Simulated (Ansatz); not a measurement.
Ansatz (a program for electronic structure) input (CCSD(T)/cc-pV(T+d)Z):
A basis named .json is the Basis Set Exchange file of that set.

Ansatz 0.2 input:
```yaml
crystal:
  periodic: [false, false, false]
  atoms:
    - {symbol: C, position_ang: [-1.02151573, -0.28340940, 0.11314712]}
    - {symbol: C, position_ang: [0.42085633, -0.09364926, 0.23265064]}
    - {symbol: Cl, position_ang: [1.25187985, -1.67597572, 0.23180861]}
    - {symbol: Cl, position_ang: [1.06718525, 0.94459575, -1.13853656]}
    - {symbol: Cl, position_ang: [-2.06346982, 0.89755613, 0.75171762]}
    - {symbol: H, position_ang: [-1.44709570, -0.99713223, -0.57459344]}
    - {symbol: H, position_ang: [0.70593248, 0.43448974, 1.13498269]}
basis:
  gaussian:
    orbitals: cc-pV_T+d_Z.json
magnetization: {spin_polarized: true, initial_magnetization: 1}
correlation: {method: ccsd_t, electrons: outside_noble_gas}
```

Output:

```
Functional definition: HF
integrals: 1.46 GiB planned
1225 factors; integrals over basis functions are off by at most 8.0e-4 eV
mean field: 1.20 GiB planned
mean field evaluation 1: about -39602.2217 eV, gradient 1.6e1 eV
mean field evaluation 2: about -39602.2276 eV, gradient 1.6e1 eV
mean field evaluation 4: about -39604.2381 eV, gradient 3.5e0 eV
mean field evaluation 8: about -39604.3859 eV, gradient 2.4e-1 eV
mean field evaluation 16: about -39604.3590 eV, gradient 1.1e0 eV
mean field -39604.38733654 eV, -1455.4343898000 hartree, gradient 3.9e-6 eV, S^2 0.771335; 0 other end points of the search recorded, 0 dependent functions left out
17 core orbitals not correlated
reference -39604.38733654 eV, -1455.4343898000 hartree; 16, 15 occupied and 172, 173 virtual orbitals, 1225 factors
second order -23.77554034 eV of doubles, -0.00000000 eV of singles
coupled cluster: 6.91 GiB planned
cycle   1  -24.66996235 eV  change   -8.9e-1 eV  update   1.1e-1
cycle   2  -25.25809579 eV  change   -5.9e-1 eV  update   3.2e-2
cycle   3  -25.39916266 eV  change   -1.4e-1 eV  update   1.9e-2
cycle   4  -25.39640385 eV  change    2.8e-3 eV  update   7.1e-3
cycle   5  -25.39545691 eV  change    9.5e-4 eV  update   3.7e-3
cycle   6  -25.39592572 eV  change   -4.7e-4 eV  update   1.4e-3
cycle   7  -25.39611996 eV  change   -1.9e-4 eV  update   5.2e-4
cycle   8  -25.39619186 eV  change   -7.2e-5 eV  update   2.1e-4
cycle   9  -25.39617730 eV  change    1.5e-5 eV  update   7.9e-5
cycle  10  -25.39611769 eV  change    6.0e-5 eV  update   3.0e-5
cycle  11  -25.39612990 eV  change   -1.2e-5 eV  update   1.4e-5
perturbative correction -1.17356845 eV, -0.0431278451 hartree
Total energy: -39630.95703489 eV, -1456.4108082048 hartree
```

It need not be the lowest isomer of its formula.
